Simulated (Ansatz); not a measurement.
Reaction (formal exchange of groups at the As–C bond): `C[AsH]C` + `[AlH3]` → `C[AsH][AlH2]` + CH₄

Calculated with Ansatz (gas phase, PBE0-D4/def2-TZVP geometries, no zero-point term in ΔE). CCSD(T)/CBS adds triple-zeta CCSD(T) − MP2 to the extrapolated MP2 energy (def2 sets, frozen cores). This one scheme is used for every species. Functionals use def2-TZVPP. HSE06 is defined as in plane-wave codes. For As outer-core shells are correlated without core-valence functions, which leaves a few kJ/mol of doubt a bond. Scalar relativity is left out up to krypton.

`C[AsH]C`:

Cartesian coordinates in Å:
```
C -0.152 -1.473 0.191
As -1.133 0.233 0.158
C 0.330 1.358 -0.527
H -0.036 -1.826 -0.835
H -0.734 -2.212 0.744
H 0.831 -1.367 0.650
H -0.891 0.565 1.628
H 0.468 1.139 -1.587
H 0.054 2.408 -0.426
H 1.264 1.175 0.004
```

`[AlH3]`:

Z-matrix (Å, degrees):
```
Al
H 1 1.586
H 1 1.586 2 120.0
H 1 1.586 2 120.0 3 -179.9
```

`C[AsH][AlH2]`:

Cartesian coordinates in Å:
```
C -0.847 0.671 1.069
As 0.093 -1.039 0.709
Al 1.302 -0.422 -1.298
H -1.565 0.504 1.872
H -0.107 1.395 1.409
H -1.364 1.072 0.199
H -1.003 -1.717 -0.106
H 1.701 -1.542 -2.351
H 1.790 1.078 -1.501
```

CH₄:

Cartesian coordinates in Å:
```
C 0.000 0.000 0.000
H 1.036 0.211 -0.264
H -0.547 -0.303 -0.892
H -0.458 0.895 0.420
H -0.031 -0.803 0.736
```

Problem. Is it downhill or uphill in electronic energy at CCSD(T)/CBS, and by how much? (Estimate.)

Solution. Ansatz gave: Downhill: ΔE = -21.1 kcal/mol.

Problem. What do these levels give: PBE0-D4, CAM-B3LYP-D4, HSE06, BHLYP, LC-ωPBE, MP2/def2-SVP? (Estimate.)

Solution. Ansatz gave: PBE0-D4 -22.4, CAM-B3LYP-D4 -20.1, HSE06 -22.5, BHLYP -20.7, LC-ωPBE -20.7, MP2/def2-SVP -20.9 kcal/mol.

Largest T1 diagnostic among the species: 0.011.

In def2-TZVPP, CCSD(T) changes the Hartree–Fock value by −0.7 kcal/mol (the triples alone add −0.3 kcal/mol) and MP2 by −0.9 kcal/mol. Leaving LDA and LC-ωPBE aside and taking each functional with its dispersion term where it has one, the values, not all of them listed here, spread over 3.9 kcal/mol, from PBE-D4 to B97M-V.
